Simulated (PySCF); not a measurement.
C2H4Cl (SMILES C[CH]Cl), doublet, geometry from GFN2-xTB; LC-WPBE/cc-pVDZ (PySCF).

Input for PySCF:
```python
from pyscf import gto, scf, dft

mol = gto.M(
    atom='''
C     0.04677316    0.70471225   -0.20454313
C     1.51515190    0.66822849   -0.06284299
Cl   -0.86044375   -0.68577280    0.14716918
H    -0.45045613    1.44149208   -0.80844228
H     1.90236896    1.68339302    0.00115825
H     1.80467594    0.11434297    0.82910532
H     1.99940461    0.18126514   -0.91938050
''',
    basis='cc-pvdz',
    spin=1,
    verbose=4,
)

mf = dft.UKS(mol)
mf.xc = 'lc_wpbe'
mf.kernel()
```

Problem. Write the output that PySCF gives for this input, abridged.

Solution. 
```
PySCF version 2.14.0

[INPUT] verbose = 4
[INPUT] num. atoms = 7
[INPUT] num. electrons = 33
[INPUT] charge = 0
[INPUT] spin (= nelec alpha-beta = 2S) = 1
[INPUT] symmetry False subgroup None
[INPUT] Mole.unit = angstrom
[INPUT] Symbol           X                Y                Z      unit          X                Y                Z       unit  Magmom
[INPUT]  1 C      0.046773160000   0.704712250000  -0.204543130000 AA    0.088388462380   1.331713149126  -0.386530496361 Bohr   0.0
[INPUT]  2 C      1.515151900000   0.668228490000  -0.062842990000 AA    2.863222128114   1.262768834732  -0.118756039949 Bohr   0.0
[INPUT]  3 Cl    -0.860443750000  -0.685772800000   0.147169180000 AA   -1.626003033094  -1.295922775676   0.278109444177 Bohr   0.0
[INPUT]  4 H     -0.450456130000   1.441492080000  -0.808442280000 AA   -0.851238716831   2.724025241930  -1.527734496719 Bohr   0.0
[INPUT]  5 H      1.902368960000   1.683393020000   0.001158250000 AA    3.594956322274   3.181151767804   0.002188775284 Bohr   0.0
[INPUT]  6 H      1.804675940000   0.114342970000   0.829105320000 AA    3.410343270192   0.216076897569   1.566781983220 Bohr   0.0
[INPUT]  7 H      1.999404610000   0.181265140000  -0.919380500000 AA    3.778327125093   0.342541470531  -1.737377349266 Bohr   0.0

nuclear repulsion = 95.6930690923866
number of shells = 27
number of NR pGTOs = 121
number of NR cGTOs = 66
basis = cc-pvdz
ecp = {}

******** <class 'pyscf.dft.uks.UKS'> ********
method = UKS
initial guess = minao
damping factor = 0
level_shift factor = 0
DIIS = <class 'pyscf.scf.diis.CDIIS'>
diis_start_cycle = 1
diis_space = 8
diis_damp = 0
SCF conv_tol = 1e-09
SCF conv_tol_grad = None
SCF max_cycles = 50
direct_scf = True
direct_scf_tol = 1e-13
number electrons alpha = 17  beta = 16
XC library pyscf.dft.libxc version 7.1.2
    S. Lehtola, C. Steigemann, M. J. T. Oliveira, and M. A. L. Marques,  SoftwareX 7, 1–5 (2018)
XC functionals = lc_wpbe
    O. A. Vydrov and G. E. Scuseria,  J. Chem. Phys. 125, 234109 (2006)
radial grids:
    Treutler-Ahlrichs [JCP 102, 346 (1995); DOI:10.1063/1.469408] (M4) radial grids

becke partition: Becke, JCP 88, 2547 (1988); DOI:10.1063/1.454033
pruning grids: <function nwchem_prune>
grids dens level: 3
symmetrized grids: False
atomic radii adjust function: <function treutler_atomic_radii_adjust>
small_rho_cutoff = 0
Set gradient conv threshold to 3.16228e-05
tot grids = 86352
init E= -538.864663104802

cycle= 1 E= -538.566910074289  delta_E= 0.298  |g|= 0.189  |ddm|= 1.67
cycle= 2 E= -538.583043792631  delta_E= -0.0161  |g|= 0.133  |ddm|= 0.298
cycle= 3 E= -538.592158937721  delta_E= -0.00912  |g|= 0.0231  |ddm|= 0.116
cycle= 4 E= -538.592738891615  delta_E= -0.00058  |g|= 0.00687  |ddm|= 0.0401
cycle= 5 E= -538.592813269429  delta_E= -7.44e-05  |g|= 0.00277  |ddm|= 0.0141
cycle= 6 E= -538.592828150768  delta_E= -1.49e-05  |g|= 0.0011  |ddm|= 0.00711
cycle= 7 E= -538.592829964813  delta_E= -1.81e-06  |g|= 0.000403  |ddm|= 0.00227
cycle= 8 E= -538.592830276773  delta_E= -3.12e-07  |g|= 0.000108  |ddm|= 0.00123
cycle= 9 E= -538.592830294894  delta_E= -1.81e-08  |g|= 3.57e-05  |ddm|= 0.000347
cycle= 10 E= -538.592830297337  delta_E= -2.44e-09  |g|= 1.21e-05  |ddm|= 0.000115
cycle= 11 E= -538.592830297655  delta_E= -3.19e-10  |g|= 3.53e-06  |ddm|= 4.9e-05
Extra cycle  E= -538.592830297676  delta_E= -2.02e-11  |g|= 1.88e-06  |ddm|= 1.08e-05
converged SCF energy = -538.592830297676  <S^2> = 0.75517243  2S+1 = 2.0051658
```
